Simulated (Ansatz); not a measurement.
Nb4⁻: single points at one geometry.

```yaml
crystal:
  periodic: [false, false, false]
  atoms:
    - {symbol: Nb, position_ang: [0.648494, 0.026488, -1.398636]}
    - {symbol: Nb, position_ang: [0.440927, 1.217772, 0.768580]}
    - {symbol: Nb, position_ang: [-1.538873, -0.003119, -0.095215]}
    - {symbol: Nb, position_ang: [0.449452, -1.241141, 0.725272]}
basis:
  gaussian: {orbitals: def2-TZVPD, initial_orbitals: start.molden}
total_charge: -1
magnetization: {spin_polarized: true, initial_magnetization: 1}
hamiltonian: {xc: pbe, dispersion: d4}
scf: {omitted_lower_state_checks: [starts]}
output: {orbitals: {seedname: orbitals}}
```

The file start.molden holds the orbitals of an earlier run on this structure, at another level or in another basis.

```sh
$ ansatz run in.yaml --threads 4 --pin off --events-out ev --progress --plain --max-ram 3916MiB
```

It prints (some lines left out):

```
Functional definition: PBE
1272 factors; their error is unknown
mean field evaluation 1: about -6202.3081 eV, gradient 4.4e0 eV
mean field evaluation 2: about -6202.5384 eV, gradient 6.1e-1 eV
mean field evaluation 4: about -6202.5817 eV, gradient 3.8e-2 eV
mean field evaluation 8: about -6202.5749 eV, gradient 2.5e-5 eV
mean field evaluation 16: about -6202.5749 eV, gradient 1.1e-5 eV
mean field -6202.57489176 eV, -227.9404230158 hartree, gradient 4.8e-6 eV, S^2 0.823952; 0 other end points of the search recorded, 0 dependent functions left out
reference -6202.57492404 eV, -227.9404242021 hartree; 27, 26 occupied and 133, 134 virtual orbitals, 1272 factors
Total energy: -6202.79039097 eV, -227.9483424659 hartree
Checks for a lower state left out: starts
```

Hardware: 4 threads of Intel Xeon Platinum 8259CL on a shared host. Wall time 20 s.

As the first input, with `hamiltonian: {xc: {name: r2SCANh}, dispersion: d4}` (abridged; 72 s):

```
Functional definition: r2SCANh
mean field evaluation 16: about -6199.0864 eV, gradient 9.1e-4 eV
mean field -6199.08637823 eV, -227.8122225083 hartree, gradient 8.3e-6 eV, S^2 1.838878
Total energy: -6199.12741559 eV, -227.8137306035 hartree
Checks for a lower state left out: starts
```

First input, but with `correlation: {method: mp2}` and without the key `hamiltonian` (abridged; 15 s):

```
Functional definition: HF
mean field evaluation 16: about -6128.7530 eV, gradient 2.4e-2 eV
mean field evaluation 32: about -6128.8278 eV, gradient 4.2e-6 eV
mean field -6128.82783814 eV, -225.2302687829 hartree, gradient 3.2e-6 eV, S^2 7.045155
second order -39.01313750 eV of doubles, -0.00000000 eV of singles
Total energy: -6167.84097564 eV, -226.6639751419 hartree
Checks for a lower state left out: starts
```

The first input with `hamiltonian: {xc: {name: wB97M-V}}` (abridged; 2.9 min):

```
Functional definition: wB97M-V
mean field evaluation 16: about -6185.3320 eV, gradient 1.7e-4 eV
mean field -6185.33196452 eV, -227.3067571274 hartree, gradient 7.2e-6 eV, S^2 2.385946
Total energy: -6185.33199610 eV, -227.3067582881 hartree
Checks for a lower state left out: starts
```

As the first input, with `hamiltonian: {xc: pbe}`, `correlation: {method: rpa}` and without the key `output` (abridged; 17 s):

```
Functional definition: PBE
mean field -6202.57488223 eV, -227.9404226656 hartree, gradient 7.5e-6 eV, S^2 0.823953
Total energy: -6186.16654319 eV, -227.3374273280 hartree
Checks for a lower state left out: starts
```

Geometry: PBE0-D4/def2-SVPD.

In the def2 sets Nb takes a core potential; there is no spin–orbit coupling. Correlated methods freeze no core orbitals; core or outer-core shells of Nb are correlated, in sets that lack core-valence functions. At PBE-D4/def2-TZVPD, r2SCANh-D4/def2-TZVPD the highest occupied level of the charge -1 doublet lies above zero (up to 0.79 eV). The electron is either unbound and held by the finite basis, or the level is raised by self-interaction error. At r2SCANh-D4/def2-TZVPD, MP2/def2-TZVPD, ωB97M-V/def2-TZVPD the charge -1 doublet is spin-contaminated (final ⟨S²⟩ up to 7.05, 0.75 for a pure state). The structure comes from a short search, and lower isomers may exist.
